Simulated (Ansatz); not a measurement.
Computed with Ansatz.

Basis-set series for H$_{7}$N$_{2}$PSn, SMILES `N[P](N)[SnH3]`. Total charge 0; spin multiplicity 1. Sn: def2 effective core potential. All single points use the PBE0-D4/def2-TZVP geometry. It is a higher conformer; a search finds a lower one.

```csv
functional,basis,functions,energy (Eh),HOMO (eV),LUMO (eV)
PBE0-D4,def2-SVP,107,-668.91560,-6.39,0.26
PBE0-D4,def2-TZVPP,252,-669.18797,-6.49,-0.13
ωB97M-V,def2-SVP,107,-669.03017,-8.41,2.06
ωB97M-V,def2-TZVPP,252,-669.30977,-8.54,1.44
```

Task: Give the rows for def2-QZVPP. (Best estimate.)

Result: The calculation gave: 
```csv
functional,basis,functions,energy (Eh),HOMO (eV),LUMO (eV)
PBE0-D4,def2-QZVPP,476,-669.20817,-6.52,-0.25
ωB97M-V,def2-QZVPP,476,-669.32913,-8.57,1.15
```

Positive LUMOs are unbound and depend on the basis.
